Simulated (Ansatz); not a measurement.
Consider the formal exchange of groups at the Al–C bond: `CO[CH2][AlH][F]` + ethylene → `C=[CH][AlH][F]` + dimethyl ether.

Calculated with Ansatz (gas phase, PBE0-D4/def2-TZVP geometries, no zero-point term in ΔE). CCSD(T)/CBS is the MP2 limit (def2-TZVPP, def2-QZVPP) plus CCSD(T) − MP2 in def2-TZVPP, frozen cores. This one scheme is used for every species. Functionals use def2-TZVPP. One conformer a species, not always the lowest.

```
  level  ΔE (kJ/mol)
PBE0-D4        -32.6
ωB97X-V        -33.4
```

(1) What does CCSD(T)/CBS give? (Best estimate.)

Largest T1 diagnostic among the species: 0.012.

Answers

(1) Ansatz gave: -34.2 kJ/mol. The listed levels differ from it by 1.6, 0.8 kJ/mol.

From PBE to PBE0 (25 % exact exchange), in def2-TZVPP and without D4, ΔE moves by −4.3 kJ/mol. In def2-TZVPP, CCSD(T) changes the Hartree–Fock value by +10.4 kJ/mol (the triples alone add +1.1 kJ/mol) and MP2 by +8.1 kJ/mol.
